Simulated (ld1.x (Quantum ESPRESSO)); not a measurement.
**palladium: excitation energies, all-electron against TM**

| Property | Result |
| --- | --- |
| Element | palladium |
| Generator | ld1.x (Quantum ESPRESSO) 7.5 |
| Type | norm-conserving Troullier–Martins (Kleinman–Bylander form) |
| Functional | PBE |
| Relativity | scalar-relativistic |
| Frozen core | [Ar] 3d10 |
| Valence charge | 18 |
| Reference configuration | 4s2 4p6 4d10 5s0 5p0 |
| Partial waves | 4s (bound): rc 1.00 bohr; 4p (bound): rc 1.60 bohr; 4d (bound): rc 1.55 bohr |
| Local potential | the d channel |
| Core correction | a·sin(br)/r model core, default radius (core density twice the valence density) |

Energies are relative to the spin-unpolarised reference configuration 4s2 4p6 4d10 5s0 5p0; without spin polarisation the order of configurations can differ from experiment.

```csv
valence configuration,charge,ΔE all-electron (eV),error AE − PS (meV)
4s2 4p6 4d9 5s0 5p0,+1,9.115,-0.4
4s2 4p6 4d8 5s0 5p0,+2,29.934,-2.5
4s2 4p6 4d7 5s0 5p0,+3,64.293,-2.4
4s2 4p6 4d9 5s1 5p0,0,1.501,+1.1
4s2 4p6 4d9.5 5s0 5p0,+0.5,3.234,+0.1
4s2 4p6 4d6 5s0 5p0,+4,113.639,+12
4s2 4p6 4d9 5s0 5p1,0,5.239,+23
```

Levels in the configuration 4s2 4p6 4d9.5 5s0 5p0:

```tsv
level	all-electron (eV)	pseudo (eV)
4s	-90.636	-90.637
4p	-56.473	-56.471
4d	-9.008	-9.008
```
